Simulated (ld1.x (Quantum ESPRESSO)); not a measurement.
# What one change does to a pseudopotential (In, PAW)

* Element: indium (In)
* Generator: ld1.x (Quantum ESPRESSO) 7.5
* Type: PAW
* Functional: PBE
* Relativity: scalar-relativistic
* Frozen core: [Kr]
* Valence charge: 13
* Reference configuration: 4d10 5s2 5p1
* Partial waves: 5s (bound): rcut 1.70, rcutus 2.00 bohr; 5s channel at 0.25 Ry: rcut 1.70, rcutus 2.00 bohr; 5p (bound): rcut 3.00, rcutus 3.20 bohr; 5p channel at 0.45 Ry: rcut 3.00, rcutus 3.20 bohr; 4d (bound): rcut 1.15, rcutus 1.50 bohr; 4d channel at -0.9 Ry: rcut 1.15, rcutus 1.50 bohr
* Local potential: all-electron potential smoothed inside 1.55 bohr (lloc = -1)
* Core correction: Bessel-smoothed model core, default radius (core density twice the valence density)
* Augmentation charge: BESSEL, radius 0.80 bohr

Change: local potential all-electron potential smoothed inside 2.32 bohr (lloc = -1).

Cutoffs: the cutoffs (Ry, on a coarse ladder) from which the occupation-weighted sum of valence levels, in a spherical-Bessel basis at the reference potential, stays within 10 and 1 mRy of its value at 400 Ry; they do not see the model core or the augmentation charge, which bear on the density cutoff. Errors are all-electron minus pseudo energies relative to the spin-unpolarised reference configuration.

Task: Predict the effect on cutoff, ghosts and configuration errors.

Result: The potential gets neither clearly harder nor softer (60 Ry and 90 Ry → 60 Ry and 90 Ry); the bound ghost in s disappears; of the 7 tests that both files solve, the error grows in 0 and shrinks in 7 by more than 15 % and 0.3 meV (median size 5.7 → 2.3 meV); the range in which the s phases agree narrows (upper end at the end of the scan → 1.5). A state that the projectors do not describe sees the local part alone, so a deeper or shallower local part can create or remove a ghost. That the errors move this way runs against the usual rule that smaller radii transfer better.

```csv
quantity,base,changed
"cutoff, loose",60 Ry,60 Ry
"cutoff, tight",90 Ry,90 Ry
loose cutoff by channel (10 mRy a level),"s 6 Ry, p 6 Ry, d 40 Ry","s 8 Ry, p 6 Ry, d 40 Ry"
bound ghosts,s,none
"error for 4d10 5s2 5p0, meV [ΔE 5.36 eV]",+10,+2.6
"error for 4d10 5s1 5p0, meV [ΔE 24.60 eV]",-4.3,-0.3
"error for 4d10 5s0 5p0, meV [ΔE 52.92 eV]",-21,-11
"error for 4d10 5s1 5p1, meV [ΔE 11.96 eV]",+5.7,-2.3
"error for 4d10 5s2 5p0.5, meV [ΔE 1.94 eV]",+1.1,+0.1
"error for 4d10 5s0 5p3, meV [ΔE 11.95 eV]",+129,+5.6
"error for 4d10 5s2 5p1.3, meV [ΔE -0.53 eV]",+0.7,+0.1
s: phases at 3.50 bohr within 0.05 rad from the reference energy up to (Ry; the scan ends near 5),to the end of the scan,1.5
p: phases at 3.50 bohr within 0.05 rad from the reference energy up to (Ry; the scan ends near 5),1.3,2.1
d: phases at 3.50 bohr within 0.05 rad from the reference energy up to (Ry; the scan ends near 5),3.9,3.9
lowest overlap eigenvalue by channel,"s 0.47, p 0.37, d 0.88","s 0.48, p 0.59, d 0.98"
```

 A true bound ghost makes a file unfit for plane-wave use even where its test errors are small: the radial tests pick states by their node count and pass the ghost by.
